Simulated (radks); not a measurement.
The numbers below are computed, except where a source is named.
Problem. These are the eigenvalues of the occupied orbitals of an atom or ion with whole-number occupations (hartree). Code: a radial shooting solver on a logarithmic mesh with Libxc functionals. Model: Dirac Kohn-Sham, PBE, spin-unpolarised, spherical densities, finite nucleus; Fermi nuclear charge, rms radius of each element as measured or else 0.836 A^(1/3) + 0.57 fm.

orbital  eigenvalue
1s1/2     -460.7606
2s1/2     -60.38238
2p1/2     -54.30944
2p3/2     -52.77442
3s1/2      -9.17857
3p1/2      -7.10068
3p3/2      -6.88455
3d3/2      -3.30213
3d5/2      -3.26904
4s1/2      -1.81002
4p1/2      -1.35078

Which element is it, and in what charge state? The configuration may be excited. Open shells, if any, fill j = l - 1/2 first.

Solution. Z = 34, selenium, charge +3: Se3+ in [Ar] 3d10 4s2 4p1. The list shows which subshells hold electrons but not how many an open one holds; the 1s level, -460.76 hartree, gives Z - s = 30.4 by -(Z - s)^2/2, which with screening and relativity narrows Z to a few neighbours, and the depths of the outer levels then fix element, charge and occupations together.
